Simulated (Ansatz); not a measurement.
C₅H₁₁F₂Ga (`CC(C)(C)[CH2][Ga]([F])[F]`), charge 0, multiplicity 1.

(1) Give a relaxed structure at PBE0-D4/def2-TZVP (Ansatz 0.2.0). (An estimate is asked.)

## Answers

(1) The calculation gave: 
```xyz
19

C     0.027   -0.327   -1.905
C    -0.067    0.072   -0.432
C    -1.533    0.248   -0.046
C     0.681    1.384   -0.215
C     0.567   -1.040    0.409
Ga    0.543   -0.736    2.334
F     1.155   -1.874    3.514
F    -0.079    0.684    3.154
H    -0.415    0.442   -2.544
H     1.068   -0.461   -2.211
H    -0.503   -1.265   -2.093
H    -1.634    0.579    0.992
H    -2.087   -0.688   -0.167
H    -2.012    1.001   -0.677
H     0.600    1.722    0.823
H     1.741    1.279   -0.463
H     0.269    2.174   -0.848
H     0.063   -1.998    0.242
H     1.616   -1.195    0.133
```
This is one stationary point; other conformers may exist.
